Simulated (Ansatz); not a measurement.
AlCl₂HS, SMILES `[SH][Al]([Cl])[Cl]`. The species carries charge 0 and has multiplicity 1. The structure was optimised at the PBE0-D4/def2-TZVP level. It is one conformer, not always the lowest.

```xyz
5

S    -1.351    0.038    1.065
Al    0.389    0.304   -0.183
Cl    1.342    2.149   -0.198
Cl    1.115   -1.250   -1.358
H    -1.496   -1.241    0.674
```

Task: What is the dipole moment at B3LYP/def2-TZVPP? (An estimate is asked.)

Result: Computed: 1.03 D, with components (-0.64, -0.79, 0.18) D in this frame, pointing from negative to positive charge.

Task: And with PBE, r2SCAN, ωB97M-V? (Estimate.)

Result: Computed: PBE 1.03 D, r2SCAN 1.05 D, ωB97M-V 1.00 D.

Task: Give the Mulliken charges with B3LYP, PBE, r2SCAN in def2-TZVPP. (Estimate.)

Result: The calculation gave: 
```json
{"atom": "S1", "B3LYP": "-0.22", "PBE": "-0.21", "r2SCAN": "-0.23"}
{"atom": "Al2", "B3LYP": "0.53", "PBE": "0.47", "r2SCAN": "0.55"}
{"atom": "Cl3", "B3LYP": "-0.22", "PBE": "-0.19", "r2SCAN": "-0.22"}
{"atom": "Cl4", "B3LYP": "-0.22", "PBE": "-0.20", "r2SCAN": "-0.22"}
{"atom": "H5", "B3LYP": "0.12", "PBE": "0.13", "r2SCAN": "0.12"}
```

B3LYP here is the variant with VWN-RPA as its local correlation; programs differ in this.
